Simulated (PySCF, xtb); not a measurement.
1-bromo-1,2,2-trichloroethene (C2BrCl3), SMILES ClC(Cl)=C(Cl)Br.

Harmonic wavenumbers (cm⁻¹) from GFN2-xTB run with xtb at its own minimum, in rising order: 84, 121, 180, 236, 271, 281, 397, 401, 682, 781, 846, 1564.

Problem. What does PySCF with PBE-D3(BJ)/def2-SVP give at its own minimum? (The exact figures need the calculation; the answer reports its results.)

Solution. 85, 150, 210, 261, 268, 309, 412, 481, 731, 864, 944, 1564. Paired by order, the mean absolute difference is 37 cm⁻¹ and the zero-point energies are 8.4 and 9.0 kcal/mol.
